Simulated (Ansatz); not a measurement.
Reaction (cleavage of the Si–Si bond): `[SiH3][SiH]1NC[SiH2]1` + `[OH][Ge][OH]` → `[OH][Ge][O][SiH3]` + `C1N[SiH2][SiH2]1`

Calculated with Ansatz (gas phase, PBE0-D4/def2-TZVP geometries, no zero-point term in ΔE). CBS: MP2 limit from def2 TZ/QZ plus the TZ coupled-cluster correction, frozen cores. Functionals use def2-TZVPP. B3LYP here is the variant with VWN-RPA as its local correlation; programs differ in this. For Ge outer-core shells are correlated without core-valence functions, which leaves a few kJ/mol of doubt a bond. Scalar relativity is left out up to krypton. One conformer a species, not always the lowest.

```
             level  ΔE (eV)
           PBE0-D4    -0.89
           ωB97M-V    -1.10
            r2SCAN    -1.01
             B3LYP    -1.09
SCS-MP2/def2-TZVPP    -1.22
   CCSD/def2-TZVPP    -1.14
CCSD(T)/def2-TZVPP    -1.10
    MP2/def2-QZVPP    -1.16
```

Task: What does CCSD(T)/CBS give? (Estimate.)

Result: The calculation gave: -1.08 eV. The listed levels differ from it by 0.19, -0.02, 0.07, -0.01, -0.14, -0.06, -0.02, -0.08 eV.

Largest T1 diagnostic among the species: 0.015.

In def2-TZVPP, CCSD(T) changes the Hartree–Fock value by +0.28 eV (the triples alone add +0.04 eV) and MP2 by +0.21 eV. The D4 term adds +0.03 eV with B3LYP and +0.02 eV with PBE0; it sums over pairs of atoms, weighted by their polarisabilities, and B3LYP, whose exchange is more repulsive, gets the larger term. From PBE to PBE0 (25 % exact exchange), in def2-TZVPP and without D4, ΔE moves by −0.10 eV.
